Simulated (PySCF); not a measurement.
1,1,1-trifluoro-2,3-epoxypropane, C3H3F3O.
Structure used (PBE0-D3(BJ)/def2-SVP), in Å, numbered top down from 1:
```
atom  x, y, z in Å
F1    -1.4816    0.9664    0.4795
C2    -1.1500   -0.0039   -0.3697
F3    -1.5795    0.3476   -1.5810
F4    -1.8043   -1.1123   -0.0115
C5     0.3336   -0.2645   -0.3808
C6     1.1718    0.1235    0.7506
O7     1.1482    0.8692   -0.4478
H8     0.6114   -1.1139   -1.0194
H9     0.7118    0.6093    1.6185
H10    2.0903   -0.4434    0.9437
```

Level of theory: PBE0-D3(BJ)/def2-SVP geometry optimisation, gas phase in PySCF.

Masses are those of the commonest isotopes; rigid-rotor values at the optimised geometry. 

(1) What are A, B and C (cm⁻¹)?

(2) What kind of rotor is it?

(3) Is it planar, by Δ = Ic − Ia − Ib?

(4) Give the other two planar moments, Paa and Pbb, and the rms extents of the mass along the axes.

(5) List the rotational levels J(Ka,Kc) to J = 3 (K).

(6) Predict some low-J microwave lines.

(7) Estimate the classical rotational partition function at 25 K, 298.15 K and 500 K.

Answers

(1) Ia = 108.86, Ib = 230.95, Ic = 243.28 u·Å²; 505379 MHz·u·Å²/I gives 4643, 2188 and 2077 MHz, that is A = 0.15486, B = 0.07299, C = 0.06929 cm⁻¹.

(2) A near-prolate asymmetric top: κ = (2 × 2188 − 4643 − 2077)/(4643 − 2077) = -0.91.

(3) Not planar: Δ = Ic − Ia − Ib = -96.53 u·Å². For a rigid frame Δ = −2 Σ m c², so Σ m c² = 48.27 u·Å² lies off the ab plane: 4.37 from hydrogen and 43.90 from heavier atoms. The atom farthest from that plane is 1.74 Å away.

(4) Paa = Σ m a² = (Ib + Ic − Ia)/2 = 182.69 and Pbb = Σ m b² = (Ia + Ic − Ib)/2 = 60.59 u·Å². With the mass M = 112.01 u, the rms extents √(P/M) along a, b and c are 1.28, 0.74, 0.66 Å.

(5) Above 0(0,0), as E/k:
J = 1: 1(0,1) 0.205, 1(1,1) 0.323, 1(1,0) 0.328
J = 2: 2(0,2) 0.614, 2(1,2) 0.727, 2(1,1) 0.743, 2(2,1) 1.096, 2(2,0) 1.096
J = 3: 3(0,3) 1.227, 3(1,3) 1.333, 3(1,2) 1.365, 3(2,2) 1.710, 3(2,1) 1.711, 3(3,1) 2.312, 3(3,0) 2.312
Those of J = 1 are B + C, A + C and A + B.

(6) The dipole components are |μa| = 1.30 D, |μb| = 1.68 D, |μc| = 1.12 D. Intensities carry the squares of the components, which stand as 0.59 : 1.00 : 0.44 (a : b : c). Some lines, for components of 0.1 D or more:

```json
{"type": "a", "branch": "R", "J(Ka,Kc)": "1(0,1) ← 0(0,0)", "MHz": "4266", "lower level (cm⁻¹)": "0.000"}
{"type": "c", "branch": "R", "J(Ka,Kc)": "1(1,0) ← 0(0,0)", "MHz": "6831", "lower level (cm⁻¹)": "0.000"}
{"type": "b", "branch": "Q", "J(Ka,Kc)": "3(2,1) ← 3(1,2)", "MHz": "7217", "lower level (cm⁻¹)": "0.948"}
{"type": "c", "branch": "Q", "J(Ka,Kc)": "2(2,1) ← 2(1,1)", "MHz": "7363", "lower level (cm⁻¹)": "0.516"}
{"type": "a", "branch": "R", "J(Ka,Kc)": "2(1,1) ← 1(1,0)", "MHz": "8642", "lower level (cm⁻¹)": "0.228"}
{"type": "c", "branch": "Q", "J(Ka,Kc)": "3(3,1) ← 3(2,1)", "MHz": "12532", "lower level (cm⁻¹)": "1.189"}
{"type": "a", "branch": "R", "J(Ka,Kc)": "3(0,3) ← 2(0,2)", "MHz": "12782", "lower level (cm⁻¹)": "0.427"}
{"type": "b", "branch": "R", "J(Ka,Kc)": "2(2,1) ← 1(1,0)", "MHz": "16005", "lower level (cm⁻¹)": "0.228"}
{"type": "c", "branch": "R", "J(Ka,Kc)": "3(3,0) ← 2(2,0)", "MHz": "25344", "lower level (cm⁻¹)": "0.762"}
{"type": "b", "branch": "R", "J(Ka,Kc)": "3(3,0) ← 2(2,1)", "MHz": "25348", "lower level (cm⁻¹)": "0.762"}
```

(7) Point group C1, symmetry number σ = 1; q = (√π/σ)·√((kT/h)³/(ABC)), k/h = 20836.6 MHz/K: 4590 at 25 K, 189000 at 298.15 K, 410000 at 500 K.

Not checked by PBE0-D3(BJ)/def2-SVP frequencies. No vibrational averaging or centrifugal distortion is included, and the geometry carries the error of its method.
